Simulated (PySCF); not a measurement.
Computed IR spectrum (relative IR intensity) of a molecule GeH₇NSi. Geometry optimised at PBE-D3(BJ)/def2-SVP. The values are those of a single conformer. Computed with PBE-D3(BJ)/def2-SVP (PySCF 2.14.0). Frequencies are harmonic and unscaled.

Lines under 2 % of the strongest are left out, and lines within 2 cm⁻¹ are merged.

| ν (cm⁻¹) | relative intensity |
|---|---|
| 168 | 8.3 |
| 320 | 4.2 |
| 429 | 7.0 |
| 483 | 70 |
| 750 | 100 |
| 806 | 2.8 |
| 831 | 11 |
| 854 | 4.7 |
| 860 | 17 |
| 877 | 27 |
| 900 | 8.9 |
| 1502 | 7.7 |
| 2046 | 26 |
| 2060 | 32 |
| 2063 | 37 |
| 2150 | 29 |
| 2163 | 35 |
| 3469 | 7.0 |
| 3561 | 6.0 |

Question: Which structure fits?
(A) [NH2][GeH2][SiH3]
(B) [SiH3][NH][GeH3]
(C) N[SiH2][GeH3]

Answer: C, N[SiH2][GeH3]
